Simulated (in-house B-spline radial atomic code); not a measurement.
Successive ionisation energies of germanium; each step leads to the configuration of the next row (after the last: [Ne] 3s2 3p2). Dirac energy differences include first-order Breit, QED and recoil terms. NIST's values go from ground level to ground level; the uncertainty of those that are theory runs from under 0.1 % in few-electron ions to several per cent in heavy many-electron ones. Computed with a B-spline radial code for spherical atoms: Dirac-Hartree-Fock, average of the configuration, finite nuclei.

| ion | configuration | ionisation energy (eV) | tabulated value (eV) | tabulated kind | computed minus tabulated (eV) | highest orbital | largest mean radius (bohr) |
| --- | --- | --- | --- | --- | --- | --- | --- |
| Ge | [Ar] 3d10 4s2 4p2 | 6.9 | 7.899435 | measured | -1.0 | 4p3/2 | 2.9139 |
| Ge+ | [Ar] 3d10 4s2 4p1 | 15.1 | 15.93461 | measured | -0.8 | 4p3/2 | 2.5932 |
| Ge2+ | [Ar] 3d10 4s2 | 32.2 | 34.0576 | measured | -1.9 | 4s1/2 | 1.9996 |
| Ge3+ | [Ar] 3d10 4s1 | ? | ? | measured | ? | ? | ? |
| Ge4+ | [Ar] 3d10 | 88.4 | 90.5 | measured | -2.1 | 3d5/2 | 0.71214 |
| Ge5+ | [Ar] 3d9 | 116.2 | 115.9 | semi-empirical | 0.3 | 3d5/2 | 0.68084 |
| Ge6+ | [Ar] 3d8 | 146.0 | 144.9 | tabulated theory | 1.1 | 3d5/2 | 0.65368 |
| Ge7+ | [Ar] 3d7 | 177.8 | 176.4 | tabulated theory | 1.4 | 3d5/2 | 0.62967 |
| Ge8+ | [Ar] 3d6 | 211.4 | 212.5 | tabulated theory | -1.1 | 3d5/2 | 0.61061 |
| Ge9+ | [Ar] 3d5 | 246.9 | 252.1 | tabulated theory | -5.2 | 3d5/2 | 0.60087 |
| Ge10+ | [Ar] 3d4 | 284.1 | 286 | tabulated theory | -1.9 | 3d5/2 | 0.59119 |
| Ge11+ | [Ar] 3d3 | 323.1 | 326 | tabulated theory | -2.9 | 3d5/2 | 0.58162 |
| Ge12+ | [Ar] 3d2 | 363.8 | 367 | tabulated theory | -3.2 | 3d5/2 | 0.5722 |
| Ge13+ | [Ar] 3d1 | ? | ? | tabulated theory | ? | ? | ? |
| Ge14+ | [Ne] 3s2 3p6 | 528.8 | 527.9 | semi-empirical | 0.9 | 3p3/2 | 0.55389 |
| Ge15+ | [Ne] 3s2 3p5 | 569.8 | 567.3 | semi-empirical | 2.5 | 3p3/2 | 0.54765 |
| Ge16+ | [Ne] 3s2 3p4 | ? | ? | semi-empirical | ? | ? | ? |
| Ge17+ | [Ne] 3s2 3p3 | 654.7 | 662.8 | semi-empirical | -8.1 | 3p3/2 | 0.53621 |

Problem. Fill in the row of Ge3+.

Solution. ionisation energy (eV): 44.6; tabulated value (eV): 45.7155; computed minus tabulated (eV): -1.1; highest orbital: 4s1/2; largest mean radius (bohr): 1.8963.

Problem. Fill in the row of Ge13+.

Solution. ionisation energy (eV): 406.1; tabulated value (eV): 407; computed minus tabulated (eV): -0.9; highest orbital: 3d5/2; largest mean radius (bohr): 0.56295.

Problem. Fill in the row of Ge16+.

Solution. ionisation energy (eV): 611.8; tabulated value (eV): 609.1; computed minus tabulated (eV): 2.7; highest orbital: 3p3/2; largest mean radius (bohr): 0.54186.

Problem. Where is the largest jump?

Solution. From Ge to Ge+, by a factor of 2.20 (6.8746 to 15.142 eV); the highest orbital goes from 4p3/2 to 4p3/2.

Where a p, d or f electron is removed, the computed value is a mean over both j, so it misses the tabulated one by a part of the spin-orbit splitting; averaging over terms and missing correlation add to the gap, relatively most at low charge.
